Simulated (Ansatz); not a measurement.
C$_{2}$H$_{7}$AlSi (`[AlH2][CH]1C[SiH2]1`). Total charge 0; spin multiplicity 1.

```xyz
11

Al   -0.649    1.756    0.258
C    -0.726   -0.142    0.048
C    -0.029   -0.995   -1.017
Si    0.991   -0.791    0.501
H     0.288    2.608   -0.702
H    -1.438    2.421    1.464
H    -1.492   -0.663    0.621
H     0.285   -0.487   -1.923
H    -0.466   -1.970   -1.210
H     1.104   -1.887    1.484
H     2.133    0.150    0.477
```

**Question.** List the harmonic frequencies (cm⁻¹, unscaled) at PBE0-D4/def2-TZVP in Ansatz. (Estimate.)

**Answer.** The calculation gave: 100, 188, 214, 445, 492, 518, 582, 591, 616, 652, 730, 771, 816, 878, 919, 959, 997, 1082, 1227, 1436, 1911, 1923, 2254, 2282, 3126, 3136, 3206.

**Question.** Is this a minimum?

**Answer.** Yes, all 27 modes are real.

**Question.** Give the ideal-gas thermochemistry at 298.15 K and 1 bar (rigid rotor, harmonic oscillator; point group C1, symmetry number 1).

**Answer.** Zero-point energy 191.7 kJ/mol; H(298) − E = 211.3 kJ/mol; entropy 327.3 J/(mol·K), of which translation 164.4, rotation 109.0, vibration 53.9; G(298) − E = 113.7 kJ/mol. Modes under 100 cm⁻¹ are hindered rotations or soft bends, so the harmonic entropy is rough.

**Question.** And at 400, 500, 600, 800 and 1000 K?

**Answer.** 
```
T (K)  H − E (kJ/mol)  S (J/mol/K)  G − E (kJ/mol)
  400           223.7        363.0            78.5
  500           238.1        395.1            40.6
  600           254.2        424.4            -0.4
  800           290.2        475.9           -90.6
 1000           329.8        520.1          -190.3
```
